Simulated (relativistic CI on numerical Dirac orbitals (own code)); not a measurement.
## d4 in a ligand field

Computed with a parametric ligand-field model of a d^n configuration (Racah B and C, spin-orbit zeta, crystal field), exact diagonalisation.

Field parameters in Wybourne normalisation: Oh B⁴₀ = 21Dq, B⁴₄ = √(5/14) B⁴₀. The field is a parameter set, without covalency.

(1) Ground term and bands for B = 1000, C = 3920, ζ = 0 cm⁻¹, Oh, 10Dq = 23000 cm⁻¹?

(2) Ground term and bands for B = 1000, C = 3920, ζ = 0 cm⁻¹, Oh, 10Dq = 37000 cm⁻¹?

(3) Ground term and bands for B = 1000, C = 3920, ζ = 0 cm⁻¹, Oh, 10Dq = 39000 cm⁻¹?

(4) Ground term and bands for B = 1000, C = 3920, ζ = 0 cm⁻¹, Oh, 10Dq = 33000 cm⁻¹?

(5) Ground term and bands for B = 1000, C = 3920, ζ = 0 cm⁻¹, Oh, 10Dq = 21000 cm⁻¹?

Answers

(1) Ground term 5E with 1.00 electrons in the two orbitals of the cubic e set. Spin-allowed: 5T2 23000 cm⁻¹ (435 nm). Lowest spin-forbidden: 3T1 923 cm⁻¹, 1T2 12099 cm⁻¹ (827 nm), 1E 13571 cm⁻¹ (737 nm).

(2) Ground term 3T1 with 0.02 electrons in the two orbitals of the cubic e set. Spin-allowed: 3E 33384 cm⁻¹ (300 nm), 3T1 34347 cm⁻¹ (291 nm), 3T2 35459 cm⁻¹ (282 nm), 3A1 37300 cm⁻¹ (268 nm). Lowest spin-forbidden: 1T2 11696 cm⁻¹ (855 nm), 5E 12620 cm⁻¹ (792 nm), 1E 13129 cm⁻¹ (762 nm).

(3) Ground term 3T1 with 0.02 electrons in the two orbitals of the cubic e set. Spin-allowed: 3E 35345 cm⁻¹ (283 nm), 3T1 36306 cm⁻¹ (275 nm), 3T2 37425 cm⁻¹ (267 nm), 3A1 39255 cm⁻¹ (255 nm). Lowest spin-forbidden: 1T2 11755 cm⁻¹ (851 nm), 1E 13170 cm⁻¹ (759 nm), 5E 14575 cm⁻¹ (686 nm).

(4) Ground term 3T1 with 0.03 electrons in the two orbitals of the cubic e set. Spin-allowed: 3E 29471 cm⁻¹ (339 nm), 3T1 30440 cm⁻¹ (329 nm), 3T2 31533 cm⁻¹ (317 nm), 3A1 33403 cm⁻¹ (299 nm). Lowest spin-forbidden: 5E 8723 cm⁻¹ (1146 nm), 1T2 11568 cm⁻¹ (864 nm), 1E 13031 cm⁻¹ (767 nm).

(5) Ground term 5E with 1.00 electrons in the two orbitals of the cubic e set. Spin-allowed: 5T2 21000 cm⁻¹ (476 nm). Lowest spin-forbidden: 3T1 2827 cm⁻¹, 1T2 13910 cm⁻¹ (719 nm), 1E 15360 cm⁻¹ (651 nm).
